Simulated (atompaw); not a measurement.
# u(r) = r·R(r): atom against pseudo-atom (C (Z = 6))

Columns: radius, all-electron u(r) and pseudo u(r) of the 2s shell (level -14.20 eV) of carbon in the configuration [He] 2s1 2p3; PBE, scalar-relativistic, PAW (atompaw) scheme, atompaw 4.2.0.5.

| r (bohr) | all-electron | pseudo |
| --- | --- | --- |
| 0.085 | -0.3127 | 0.1008 |
| 0.169 | -0.3410 | 0.1987 |
| 0.254 | -0.2358 | 0.2946 |
| 0.338 | -0.0778 | 0.3847 |
| 0.423 | 0.0948 | 0.4698 |
| 0.508 | 0.2585 | 0.5476 |
| 0.592 | 0.4014 | 0.6162 |
| 0.677 | 0.5234 | 0.6766 |
| 0.762 | 0.6220 | 0.7273 |
| 0.846 | 0.6975 | 0.7676 |
| 0.931 | 0.7533 | 0.7985 |
| 1.015 | 0.7906 | 0.8193 |
| 1.100 | 0.8128 | 0.8309 |
| 1.185 | 0.8218 | 0.8338 |
| 1.269 | 0.8200 | 0.8287 |
| 1.354 | 0.8096 | 0.8164 |
| 1.438 | 0.7925 | 0.7983 |
| 1.523 | 0.7698 | 0.7749 |
| 1.608 | 0.7433 | 0.7475 |
| 1.692 | 0.7142 | 0.7176 |
| 1.777 | 0.6829 | 0.6853 |
| 1.862 | 0.6504 | 0.6519 |
| 1.946 | 0.6177 | 0.6184 |
| 2.031 | 0.5846 | 0.5848 |
| 2.115 | 0.5522 | 0.5522 |
| 2.200 | 0.5200 | 0.5200 |

How many radial nodes do the two functions have?

The all-electron 2s function has n − l − 1 = 1; the pseudo-wave has 0, since the states of the same l below it are removed with the core.

Is the pseudo-wave norm-conserving?

No, it belongs to a PAW set: the norm inside the radius is not constrained, and the difference is carried by the augmentation charge.
